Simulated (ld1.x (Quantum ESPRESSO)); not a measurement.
V (Z = 23), PAW: configuration errors across variants

ld1.x (Quantum ESPRESSO) 7.5 input, shortened:

```
&input
   title='V', zed=23., rel=1, dft='PBE', iswitch=3,
   config='[Ar] 3d3 4s1 4p0'
 /
 &inputp
   pseudotype=3, lpaw=.true., tm=.true., lloc=-1, rcloc=1.40,
   nlcc=.true., new_core_ps=.true., rcore=1.70,
   which_augfun='PSQ', rmatch_augfun_nc=.true.
 /
6
4S  1  0   1.00   0.00  1.80  2.40  0.0
4S  1  0   0.00  -0.45  1.80  2.40  0.0
4P  2  1   0.00   0.00  2.75  3.35  0.0
4P  2  1   0.00   0.05  2.75  3.35  0.0
3D  3  2   3.00   0.00  1.35  1.70  0.0
3D  3  2   0.00   2.60  1.35  1.70  0.0
 &test
   configts(1)='3d3 4s1 4p0'
 /
```

All-electron excitation energies from the reference (eV): (1) 3d3 4s2 4p0 -7.735; (2) 3d3 4s0 4p0 14.296; (3) 3d2 4s0 4p0 43.194; (4) 3d3 4s1 4p1 -4.387; (5) 3d1 4s0 4p0 89.067; (6) 3d4 4s1 4p0 -7.149; (7) 3d2 4s2 4p0 3.240.

The overlap operator is not positive definite (basis up to 400 Ry) in “all radii but the core radius scaled by about 1.38 (s 3.30, p 4.62, d 2.34 bohr, rcut 2.48/3.78/1.86); local potential all-electron potential smoothed inside 1.92 bohr (lloc = -1)”. Such files are unfit for use, however small their errors in these radial tests.

2 further variants failed, have other tests or too few solved ones, and are left out.

A true bound ghost makes a file unfit for plane-wave use even where its test errors are small: the radial tests pick states by their node count and pass the ghost by.

Errors AE − PS in meV (a dash: test not solved or not reliable):

| change | (1) | (2) | (3) | (4) | (5) | (6) | (7) | bound ghosts |
| --- | --- | --- | --- | --- | --- | --- | --- | --- |
| base | -0.9 | -6.1 | -525 | +0.2 | -2705 | -79 | -259 | s |
| waves 4p (bound): rcut 2.34, rcutus 2.48 bohr; 4p channel at 0.05 Ry: rcut 2.34, rcutus 2.48 bohr | -0.8 | -6.1 | -525 | – | – | – | – | s, p |
| all radii but the core radius scaled by about 1.38 (s 3.30, p 4.62, d 2.34 bohr, rcut 2.48/3.78/1.86); local potential all-electron potential smoothed inside 1.92 bohr (lloc = -1) | +1.7 | -5.9 | -518 | +1.4 | -2705 | -57 | – | not determined (overlap not positive) |
| wave 3d channel at 2.6 Ry: rcut 1.35, rcutus 1.70 bohr becomes 3d channel at 1.29 Ry: rcut 1.35, rcutus 1.70 bohr | – | – | – | – | – | – | – | s |

(1) Give the same row for: core correction Bessel-smoothed model core inside 1.26 bohr.

Answers

(1) –, –, –, –, –, –, –; bound ghosts: s.
